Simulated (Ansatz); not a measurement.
[MoO(H2O)Cl4]- (MoCl₄O₂H₂⁻). Total charge -1; doublet. Geometry r2SCAN-D4/def2-SVPD, basis def2-TZVPD, Ansatz.

```xyz
9

Mo    0.536   -0.329    0.629
O     1.861   -0.884    1.463
O    -1.283    0.554   -0.854
H    -1.076   -0.054   -1.584
H    -0.799    1.368   -1.077
Cl    1.489    1.664   -0.393
Cl   -1.104   -1.970    1.113
Cl   -0.505    1.102    2.207
Cl    0.881   -1.451   -1.502
```

```csv
run,HOMO (eV),LUMO (eV)
A,-3.09,0.74
B,-1.30,-0.13
C,-1.77,0.07
D,-3.44,0.92
```

In the def2 sets Mo takes a core potential; there is no spin–orbit coupling. No other spin state of charge -1 was run.

HOMO and LUMO are taken over both spins.

Q: The runs used PBE, PBE0, r2SCAN, r2SCAN0. Estimate which is which.

A: A PBE0 (25 % exact exchange); B PBE (0 % exact exchange); C r2SCAN (0 % exact exchange); D r2SCAN0 (25 % exact exchange). Exact exchange lowers occupied and raises empty levels; among semilocal functionals meta-GGAs tend to open the gap a little, and such runs are hard to tell apart. The gap grows from 1.17 eV (PBE) to 4.36 eV (r2SCAN0).
